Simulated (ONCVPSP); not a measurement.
## gallium (Ga), ONCV: configuration errors across variants

| Property | Result |
| --- | --- |
| Element | Ga (Z = 31) |
| Generator | ONCVPSP 4.0.1 |
| Type | optimised norm-conserving Vanderbilt (ONCV) |
| Functional | LDA (Perdew-Wang 92) |
| Relativity | scalar-relativistic |
| Frozen core | [Ne] 3s2 |
| Valence charge | 19 |
| Reference configuration | 3p6 3d10 4s2 4p1 |
| Partial waves | 4s: rc 1.90 bohr, ncon 4, nbas 7, qcut 3.5 1/bohr, 2 projectors, debl 1.6 Ha; 3p+4p: rc 1.05 bohr, ncon 4, nbas 8, qcut 11.5 1/bohr, 2 projectors; 3d: rc 0.70 bohr, ncon 4, nbas 7, qcut 15 1/bohr, 1 projector |
| Local potential | polynomial inside 0.60 bohr (lpopt 2, dvloc0 4 Ha) |
| Core correction | polynomial model core, fcfact 0.5 |

All-electron excitation energies from the reference (eV): (1) 3p6 3d10 4s2 4p0 5.883; (2) 3p6 3d10 4s1 4p0 27.380; (3) 3p5 3d10 4s2 4p1 108.029.

1 further variants failed, have other tests or too few solved ones, and are left out.

A true bound ghost makes a file unfit for plane-wave use even where its test errors are small: the radial tests pick states by their node count and pass the ghost by.

Errors AE − PS in meV (a dash: test not solved or not reliable):

```tsv
change	(1)	(2)	(3)	bound ghosts	GHOST(+) flags above zero
base	-0.1	-9.3	-87	s	none
s: nbas 8	-0.1	-9.7	-79	s	none
core correction polynomial model core, fcfact 0.56	-0.1	-9.3	-87	s	none
d: qcut 10.2	-0.1	-9.0	-104	s	none
```

**Question.** Give the same row for: p: ncon 3, nbas 7.

**Answer.** 0.0, -9.3, -81; bound ghosts: s; GHOST(+) flags above zero: none.
